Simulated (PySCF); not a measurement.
PySCF input for C2H5S, SMILES C(C)[S], multiplicity 2, B3LYP/pcH-1. The structure is a stationary point at PBE-D3(BJ)/def2-TZVP. The isomer is the one that the SMILES or the coordinates give; other isomers of the formula were not compared.

```python
import numpy as np
from pyscf import gto, scf, dft
from pyscf.prop.hfc import uks as hfc
from pyscf.prop.gtensor import uks as gtensor

mol = gto.M(
    atom='''
    C    -0.33244052   -1.62513574    0.00000000
    C     0.61547847   -0.43244689   -0.00000000
    S    -0.15990984    1.18946308   -0.00000000
    H    -0.97952424   -1.61002417    0.88738988
    H     0.23242231   -2.57066551    0.00000000
    H    -0.97952423   -1.61002417   -0.88738989
    H     1.29347798   -0.44759982    0.87298589
    H     1.29347799   -0.44759982   -0.87298588
    ''',
    basis='pcH-1',
    charge=0,
    spin=1,
    max_memory=1600,
    verbose=3,
)
mf = dft.UKS(mol, xc='b3lyp').density_fit(auxbasis='def2-universal-jkfit')
mf.grids.level = 3
mf.conv_tol = 1e-10
mf.max_cycle = 100
mf.kernel()
fine, coarse = mf.grids, dft.Grids(mol).set(level=1).build(with_non0tab=True)
for _ in range(3):  # follow internal instabilities
    mf.grids = coarse
    mo, _, stable, _ = mf.stability(return_status=True, nroots=4)
    mf.grids = fine
    if stable:
        break
    mf.kernel(mf.make_rdm1(mo, mf.mo_occ))
A = hfc.HFC(mf).make_fcdip(mf.make_rdm1())  # Fermi contact and dipolar terms, MHz
print('atom   A(iso)/MHz   principal dipolar parts/MHz')
for i, a in enumerate(A):
    w = np.linalg.eigvalsh((a + a.T) / 2)
    print(f'{mol.atom_symbol(i):2s}{i + 1:3d} {w.mean():12.2f}', (w - w.mean()).round(2))
gt = gtensor.GTensor(mf)
gt.dia_soc2e, gt.para_soc2e, gt.so_eff_charge = None, None, True
gt.max_cycle_cphf = 60
g = gt.kernel()
```

Program output:

```

WARN: HOMO -0.261612671193613 >= LUMO -0.26161267119361

converged SCF energy = -477.391283532997  <S^2> = 0.75268523  2S+1 = 2.0026834
<class 'pyscf.df.df_jk.DFUKS'> wavefunction is stable in the internal stability analysis
atom   A(iso)/MHz   principal dipolar parts/MHz
C   1        -2.79 [-0.64 -0.5   1.14]
C   2       -16.67 [-3.73 -1.92  5.65]
S   3        15.58 [-88.33 -87.32 175.65]
H   4         0.36 [-2.35 -2.21  4.56]
H   5        -2.55 [-1.44 -1.25  2.7 ]
H   6         0.36 [-2.35 -2.21  4.56]
H   7        88.46 [-5.46 -2.14  7.61]
H   8        88.46 [-5.46 -2.14  7.61]
SOC(1e)/OZ [1.95894771e-02 5.03773708e-01 1.29171286e-04]
free electron g 2.00231930436182
g-tensor total [2.02181974 2.50610788 2.00231286]
g-shift (ppt) [ 1.95004367e+01  5.03788575e+02 -6.44880953e-03]
```

Self-consistency was reached.

Cost: around 110 core-seconds (rough).
